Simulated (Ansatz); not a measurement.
Method: frozen-core CCSD(T)/cc-pVTZ // B3LYP-D3(BJ)/def2-TZVP in Ansatz (a program for electronic structure).

Ansatz 0.2 input:
```yaml
crystal:
  periodic: [false, false, false]
  atoms:
    - { symbol: Br, position_ang: [1.836011, -0.508581, -0.085664] }
    - { symbol: B, position_ang: [-0.000021, 0.000008, 0.000841] }
    - { symbol: Br, position_ang: [-0.477911, 1.846183, 0.023048] }
    - { symbol: Br, position_ang: [-1.35808, -1.337609, 0.061776] }
basis:
  gaussian: { orbitals: cc-pVTZ }
correlation:
  method: ccsd_t
```

Output:

```
Functional definition: HF
1036 factors; integrals over basis functions are off by at most 4.5e-4 eV
mean field evaluation 1: about -210674.0486 eV, gradient 1.9e1 eV
mean field evaluation 2: about -210674.1523 eV, gradient 1.9e1 eV
mean field evaluation 4: about -210675.4932 eV, gradient 2.2e0 eV
mean field evaluation 8: about -210675.5266 eV, gradient 8.7e-2 eV
mean field evaluation 16: about -210674.8788 eV, gradient 1.4e1 eV
mean field -210675.52669098 eV, -7742.1828048927 hartree, gradient 1.7e-6 eV, S^2 0.000000; 0 other end points of the search recorded, 0 dependent functions left out
28 core orbitals not correlated
reference -210675.52669098 eV, -7742.1828048927 hartree; 27, 27 occupied and 104, 104 virtual orbitals, 1036 factors
second order -21.01116489 eV of doubles, -0.00000000 eV of singles
cycle   1  -21.03671095 eV  change   -2.6e-2 eV  update   1.0e-1
cycle   2  -21.52638711 eV  change   -4.9e-1 eV  update   2.9e-2
cycle   3  -21.62562373 eV  change   -9.9e-2 eV  update   1.6e-2
cycle   4  -21.60578682 eV  change    2.0e-2 eV  update   4.8e-3
cycle   5  -21.60553978 eV  change    2.5e-4 eV  update   2.0e-3
cycle   6  -21.60550518 eV  change    3.5e-5 eV  update   4.3e-4
cycle   7  -21.60532426 eV  change    1.8e-4 eV  update   1.1e-4
cycle   8  -21.60537230 eV  change   -4.8e-5 eV  update   2.8e-5
perturbative correction -0.93725280 eV, -0.0344434052 hartree
Total energy: -210698.06931608 eV, -7743.0112310852 hartree
```

Cost: around 2.1 core-minutes (rough).
